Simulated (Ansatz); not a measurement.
Consider the atomization: `CN([SiH]Cl)[SiH](F)Cl`• → C• + 2 Cl• + F• + 5 H• + N• + 2 Si•.

Isolated molecules relaxed with PBE0-D4/def2-TZVP in Ansatz; ΔE leaves out vibrations. CBS: MP2 limit from def2 TZ/QZ plus the TZ coupled-cluster correction, frozen cores. This one scheme is used for every species, atoms too. DFT in def2-TZVPP. B3LYP here is the variant with VWN-RPA as its local correlation; programs differ in this. HSE06 is defined as in plane-wave codes. Open shells (•) are unrestricted, without spin–orbit coupling. Spin–orbit coupling would lower the free atoms: a little for C, Cl, F, Si. One conformer a species, not always the lowest.

```json
{"level": "LDA (SPW92)", "ΔE (kcal/mol)": "1175.9", "difference from CCSD(T)/CBS": "144.9"}
{"level": "PBE-D4", "ΔE (kcal/mol)": "1046.0", "difference from CCSD(T)/CBS": "15.0"}
{"level": "revPBE-D4", "ΔE (kcal/mol)": "1021.4", "difference from CCSD(T)/CBS": "-9.6"}
{"level": "BLYP-D4", "ΔE (kcal/mol)": "1024.2", "difference from CCSD(T)/CBS": "-6.8"}
{"level": "r2SCAN-D4", "ΔE (kcal/mol)": "1035.1", "difference from CCSD(T)/CBS": "4.1"}
{"level": "B97M-V", "ΔE (kcal/mol)": "1035.4", "difference from CCSD(T)/CBS": "4.4"}
{"level": "PBE0-D4", "ΔE (kcal/mol)": "1029.6", "difference from CCSD(T)/CBS": "-1.4"}
{"level": "B3LYP-D4", "ΔE (kcal/mol)": "1026.5", "difference from CCSD(T)/CBS": "-4.5"}
{"level": "r2SCANh-D4", "ΔE (kcal/mol)": "1028.3", "difference from CCSD(T)/CBS": "-2.7"}
{"level": "r2SCAN0-D4", "ΔE (kcal/mol)": "1018.8", "difference from CCSD(T)/CBS": "-12.2"}
{"level": "HSE06-D4", "ΔE (kcal/mol)": "1030.3", "difference from CCSD(T)/CBS": "-0.7"}
{"level": "BHLYP-D4", "ΔE (kcal/mol)": "1001.0", "difference from CCSD(T)/CBS": "-30.0"}
{"level": "CAM-B3LYP-D4", "ΔE (kcal/mol)": "1032.3", "difference from CCSD(T)/CBS": "1.3"}
{"level": "ωB97X-V", "ΔE (kcal/mol)": "1036.3", "difference from CCSD(T)/CBS": "5.3"}
{"level": "ωB97M-V", "ΔE (kcal/mol)": "1034.3", "difference from CCSD(T)/CBS": "3.3"}
{"level": "PBE-QIDH", "ΔE (kcal/mol)": "1023.9", "difference from CCSD(T)/CBS": "-7.1"}
{"level": "PBE", "ΔE (kcal/mol)": "1036.0", "difference from CCSD(T)/CBS": "5.0"}
{"level": "revPBE", "ΔE (kcal/mol)": "994.7", "difference from CCSD(T)/CBS": "-36.3"}
{"level": "BLYP", "ΔE (kcal/mol)": "1002.8", "difference from CCSD(T)/CBS": "-28.2"}
{"level": "r2SCAN", "ΔE (kcal/mol)": "1032.5", "difference from CCSD(T)/CBS": "1.5"}
{"level": "B3LYP", "ΔE (kcal/mol)": "1010.3", "difference from CCSD(T)/CBS": "-20.7"}
{"level": "r2SCANh", "ΔE (kcal/mol)": "1025.6", "difference from CCSD(T)/CBS": "-5.4"}
{"level": "HSE06", "ΔE (kcal/mol)": "1022.1", "difference from CCSD(T)/CBS": "-8.9"}
{"level": "BHLYP", "ΔE (kcal/mol)": "987.8", "difference from CCSD(T)/CBS": "-43.2"}
{"level": "CAM-B3LYP", "ΔE (kcal/mol)": "1023.4", "difference from CCSD(T)/CBS": "-7.6"}
{"level": "LC-ωPBE", "ΔE (kcal/mol)": "1023.5", "difference from CCSD(T)/CBS": "-7.5"}
{"level": "HF/def2-SVP", "ΔE (kcal/mol)": "741.4", "difference from CCSD(T)/CBS": "-289.6"}
{"level": "MP2/def2-SVP", "ΔE (kcal/mol)": "968.2", "difference from CCSD(T)/CBS": "-62.8"}
{"level": "CCSD/def2-SVP", "ΔE (kcal/mol)": "936.4", "difference from CCSD(T)/CBS": "-94.6"}
{"level": "CCSD(T)/def2-SVP", "ΔE (kcal/mol)": "947.3", "difference from CCSD(T)/CBS": "-83.7"}
{"level": "HF/def2-TZVPP", "ΔE (kcal/mol)": "753.1", "difference from CCSD(T)/CBS": "-277.9"}
{"level": "MP2/def2-TZVPP", "ΔE (kcal/mol)": "1024.3", "difference from CCSD(T)/CBS": "-6.7"}
{"level": "SCS-MP2/def2-TZVPP", "ΔE (kcal/mol)": "1014.1", "difference from CCSD(T)/CBS": "-16.9"}
{"level": "CCSD(T)/def2-TZVPP", "ΔE (kcal/mol)": "997.7", "difference from CCSD(T)/CBS": "-33.3"}
{"level": "HF/def2-QZVPP", "ΔE (kcal/mol)": "756.0", "difference from CCSD(T)/CBS": "-275.0"}
{"level": "MP2/def2-QZVPP", "ΔE (kcal/mol)": "1044.4", "difference from CCSD(T)/CBS": "13.4"}
{"level": "SCS-MP2/def2-QZVPP", "ΔE (kcal/mol)": "1036.2", "difference from CCSD(T)/CBS": "5.2"}
{"level": "HF/CBS(def2)", "ΔE (kcal/mol)": "756.4", "difference from CCSD(T)/CBS": "-274.6"}
{"level": "MP2/CBS(def2)", "ΔE (kcal/mol)": "1057.6", "difference from CCSD(T)/CBS": "26.6"}
{"level": "CCSD/CBS(def2)", "ΔE (kcal/mol)": "1014.2", "difference from CCSD(T)/CBS": "-16.8"}
{"level": "CCSD(T)/CBS", "ΔE (kcal/mol)": "1031.0", "difference from CCSD(T)/CBS": "0"}
```

Largest T1 diagnostic among the species: 0.012.

From r2SCAN to r2SCAN0 (25 % exact exchange), in def2-TZVPP and without D4, ΔE moves by −16.8 kcal/mol: exact exchange takes away binding that semilocal exchange gives to molecules. In def2-TZVPP, CCSD(T) changes the Hartree–Fock value by +244.6 kcal/mol (the triples alone add +16.8 kcal/mol) and MP2 by +271.2 kcal/mol; breaking electron pairs costs correlation energy, which Hartree–Fock lacks. At CCSD(T), def2-SVP lies −83.7 kcal/mol from the extrapolated value and def2-TZVPP −33.3 kcal/mol: correlation converges slowly with the basis, and small sets miss more of it in the bonded molecule than in its fragments.

For atomizations the MP2-based limit and the directly extrapolated one differ by several kJ/mol either way, and by 10 to 25 for some Ge, Se and Sn compounds, so smaller differences from it don't rank the levels.
